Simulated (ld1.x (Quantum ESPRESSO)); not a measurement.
## An all-electron radial function and its pseudo partner (titanium)

Columns: radius, all-electron u(r) and pseudo u(r) of the 4s shell (level -7.32 eV) of titanium in the configuration [Ar] 3d2 4s1.5 4p0; PBE, scalar-relativistic, ultrasoft scheme, ld1.x (Quantum ESPRESSO) 7.5.

```tsv
r (bohr)	all-electron	pseudo
0.190	-0.1577	-0.0624
0.380	-0.0133	-0.1243
0.570	0.2095	-0.1850
0.760	0.2765	-0.2442
0.950	0.2111	-0.3010
1.140	0.0791	-0.3551
1.330	-0.0708	-0.4056
1.520	-0.2120	-0.4520
1.710	-0.3326	-0.4936
1.900	-0.4291	-0.5297
2.090	-0.5019	-0.5598
2.280	-0.5533	-0.5832
2.470	-0.5865	-0.5996
2.660	-0.6041	-0.6085
2.850	-0.6090	-0.6098
3.040	-0.6032	-0.6032
3.230	-0.5890	-0.5890
3.420	-0.5683	-0.5683
3.610	-0.5428	-0.5428
3.800	-0.5140	-0.5140
3.990	-0.4831	-0.4831
4.180	-0.4512	-0.4512
4.370	-0.4192	-0.4192
4.560	-0.3876	-0.3876
4.750	-0.3570	-0.3570
4.940	-0.3277	-0.3277
```

**Question.** How many radial nodes do the two functions have?

**Answer.** The all-electron 4s function has n − l − 1 = 3 (the table is too coarse to show those close to the nucleus); the pseudo-wave has 0, since the states of the same l below it are removed with the core.

**Question.** At about which radius was the pseudo-wave matched?

**Answer.** 3.10 bohr, where the columns begin to agree (steps of 0.19 bohr).

**Question.** Is the pseudo-wave norm-conserving?

**Answer.** No, it belongs to an ultrasoft set: the norm inside the radius is not constrained, and the difference is carried by the augmentation charge.
